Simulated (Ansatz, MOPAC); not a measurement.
Torsion F1–Pb2–Si3–H4 in FH3PbSi (SMILES [F][Pb][SiH3]); at each angle all else is relaxed with GFN2-xTB, and the levels are single points there.
Geometry at 60° (charge 0, multiplicity 1):
```xyz
6

F      2.70706     0.78238    -0.04967
Pb     1.78735    -1.12449     0.02905
Si    -0.68869    -0.06951     0.00706
H     -1.02568     0.74235    -1.16200
H     -1.02946     0.77415     1.15285
H     -1.74721    -1.09348     0.02075
```

On the grid 0° to 120°, 0° is the highest and 60° the lowest point at MP2/CBS(def2-TZVPP, def2-QZVPP) + ΔCCSD(T)/def2-TZVPP.

The state reached by AM1, PM6 isn't checked.

The values were computed with Ansatz (a quantum-chemistry and plane-wave program); MOPAC for AM1, PM6 (differences of heats of formation). Each number belongs to the level named beside it. In def2 rows elements past Kr take small-core potentials, without spin–orbit coupling.

**Question.** Estimate the energy at 0° less that at 60° that B3LYP/def2-TZVPP returns for this input.

**Answer.** 8 meV

**Question.** What energy at 0° less that at 60° does PM6 give?

**Answer.** -2 meV

**Question.** Give the energy at 0° less that at 60° at the level AM1.

**Answer.** 1 meV
